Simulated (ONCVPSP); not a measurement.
Ni ONCV: all-electron and pseudo phase curves

```
Element                 : Ni (Z = 28)
Generator               : ONCVPSP 4.0.1
Type                    : optimised norm-conserving Vanderbilt (ONCV)
Functional              : PBEsol
Relativity              : scalar-relativistic
Frozen core             : [Ne]
Valence charge          : 18
Reference configuration : 3s2 3p6 3d8 4s0.5 (charge +1.5)
Partial waves           : 3s+4s: rc 1.05 bohr, ncon 4, nbas 9, qcut 14.7 1/bohr, 2 projectors; 3p: rc 0.85 bohr, ncon 4, nbas 7, qcut 8.1 1/bohr, 2 projectors, debl 1.2 Ha; 3d: rc 0.95 bohr, ncon 4, nbas 9, qcut 15.2 1/bohr, 1 projector
Local potential         : polynomial inside 0.80 bohr (lpopt 5, dvloc0 0 Ha)
Core correction         : none
```

In the p channel the program set the typed energies aside and used -3.142, 0.250 Ha.

The phase is arctan(r·R′/R) of the radial function R(r), unwrapped; energies in Ha, scanned from -6 to 5 Ha. A pole is an energy at which the radial function vanishes at the test radius. The pseudo phase is shifted by a multiple of π to meet the all-electron one at the reference energy, and phase errors are pseudo minus all-electron; the curves can meet again beyond the range given. Levels narrower than the energy grid can be missing from the lists of poles.

| channel | radius (bohr) | reference energy (Ha) | poles, all-electron | poles, pseudo | unbroken range about the reference energy with phases within 0.05 rad | phase error 1 Ha above the reference energy (rad) |
| --- | --- | --- | --- | --- | --- | --- |
| s | 1.06 | -0.63 | -2.79 | -2.79 | the whole range | +0.000 |
| p | 0.86 | -3.14 | 1.96 | 1.96 | the whole range | +0.000 |
| d | 0.97 | -0.85 | 1.84 | 1.93 | below 4.9 | +0.002 |

Phases in the d channel:

| E (Ha) | all-electron | pseudo |
| --- | --- | --- |
| -5.96 | 1.059 | 1.063 |
| -5.68 | 1.033 | 1.037 |
| -5.40 | 1.004 | 1.008 |
| -5.12 | 0.971 | 0.975 |
| -4.84 | 0.931 | 0.936 |
| -4.56 | 0.885 | 0.891 |
| -4.28 | 0.831 | 0.837 |
| -4.00 | 0.765 | 0.772 |
| -3.72 | 0.685 | 0.692 |
| -3.44 | 0.586 | 0.594 |
| -3.16 | 0.464 | 0.472 |
| -2.88 | 0.313 | 0.322 |
| -2.60 | 0.132 | 0.140 |
| -2.32 | -0.076 | -0.070 |
| -2.04 | -0.298 | -0.293 |
| -1.76 | -0.514 | -0.511 |
| -1.48 | -0.707 | -0.706 |
| -1.20 | -0.871 | -0.870 |
| -0.92 | -1.004 | -1.004 |
| -0.64 | -1.113 | -1.113 |
| -0.36 | -1.202 | -1.202 |
| -0.08 | -1.276 | -1.275 |
| 0.20 | -1.337 | -1.336 |
| 0.48 | -1.390 | -1.387 |
| 0.76 | -1.436 | -1.432 |
| 1.04 | -1.476 | -1.471 |
| 1.32 | -1.512 | -1.506 |
| 1.60 | -1.544 | -1.537 |
| 1.88 | -1.575 | -1.566 |
| 2.16 | -1.603 | -1.593 |
| 2.44 | -1.630 | -1.618 |
| 2.72 | -1.656 | -1.642 |
| 3.00 | -1.682 | -1.665 |
| 3.28 | -1.707 | -1.687 |
| 3.56 | -1.732 | -1.710 |
| 3.84 | -1.758 | -1.732 |
| 4.12 | -1.786 | -1.754 |
| 4.40 | -1.814 | -1.777 |
| 4.68 | -1.844 | -1.801 |
| 4.96 | -1.877 | -1.825 |
